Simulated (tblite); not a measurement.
Species: C₅H₆ClF.
SMILES with atom numbers: `[CH2:1]=[CH:2][CH2:3]/[C:4]([F:5])=[CH:6]/[Cl:7]` (hydrogens: H8, H9 on C1; H10 on C2; H11, H12 on C3; H13 on C6)

Computed with GFN2-xTB (tblite), gas phase: nudged elastic band of 9 images (0 to 8), spring 0.2 eV/Å², climbing image at the end, force threshold 0.05 eV/Å. The top image wasn't refined or checked by frequencies; at this threshold it can lie a kcal/mol or more above the true saddle point of the method.

The band describes a rotation about C3–C4 (allylic carbon, vinylic C–F carbon), followed by the dihedral C2–C3–C4–F5, from the optimised start (-70°) to a second optimised geometry at 78°.

Problem. How does the energy change from image to image?

Solution. 
```tsv
image	dihedral (°)	E (kJ/mol)	C3–C4 (Å)	C2···F5 (Å)	largest true force (eV/Å)
0	-70	0.00	1.498	2.97	0.01
1	-54	1.46	1.498	2.83	0.05
2	-36	4.79	1.501	2.72	0.05
3	-17	8.12	1.505	2.65	0.04
4	2	9.15	1.507	2.63	0.04
5	22	7.36	1.504	2.66	0.04
6	41	4.05	1.500	2.75	0.05
7	59	1.15	1.498	2.88	0.04
8	78	-0.07	1.498	3.05	0.01
```

Barriers of this band. The top is image 4 at 2°: 9.1 kJ/mol in either direction, as the ends lie within 0.002 eV of each other. The central bond is 0.009 Å longer at the top than at the start.

Problem. What rate follows at 298 K for crossing this barrier forward?

Solution. Taking the electronic barrier for the free energy of activation (no zero-point or entropy terms, transmission 1), rate = (kT/h)·exp(−ΔE/kT) ≈ 2 × 10^11 s⁻¹, whose inverse is 6 × 10^-12 s. An error of 1 kcal/mol in the barrier changes this by a factor of 5, and the method and the loose band can each miss by that much or more. The barrier is only 3.7 kT, where transition-state theory is rough.

What follows is the cost of the whole band run. Hardware: an Arm Neoverse V2 with one thread, shared host with 96 logical CPUs at a one-minute load of 50. Cost: 2.4 s of wall time, 0.19 GiB resident at most.
